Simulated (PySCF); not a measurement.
All values below come from PySCF 2.14.0 with TPSSh-D3(BJ)/def2-TZVP // r2SCAN-D4/def2-SVP. All species are isolated molecules in the gas phase. One relaxed conformer stands for a flexible species; it need not be the lowest. 

Reference species: [Sc(Cl)3] (neutral, multiplicity 1).

```
Item                                       Value
----------------------------------------  ------
coordination number                            3
charge on the central atom (meta-Löwdin)  1.24 e
```

Changed species: [Sc(OH)3] (3 of 3 Cl replaced by OH; the reference has 0 of 3 Cl replaced by OH).

**Question.** What does the change do to the coordination number and charge on the central atom (meta-Löwdin)?

**Answer.** the coordination number is nearly the same; the charge on the central atom (meta-Löwdin) goes up by 0.11 e, to 1.35 e.
